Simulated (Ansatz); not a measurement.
A structure relaxed at B3LYP-D4/def2-SVP in Ansatz, charge 0, singlet:

```xyz
5

Te   -0.510    0.575    1.193
C     0.047    1.373   -0.630
N     0.339    1.899   -1.624
C    -0.054   -1.366    0.646
N     0.177   -2.481    0.415
```

Task: Give its formula, name or SMILES and point group.

Result: Te(CN)2 (TeC2N2). Point group C2v (tolerance 0.1 Å).

Task: Summarise the bond lengths by kind (pairs closer than 1.2 times the sum of covalent radii, bridged metal pairs left out).

Result: 2 × C–Te 2.07 Å; 2 × C–N 1.16 Å.

In the def2 sets Te takes a core potential; there is no spin–orbit coupling.
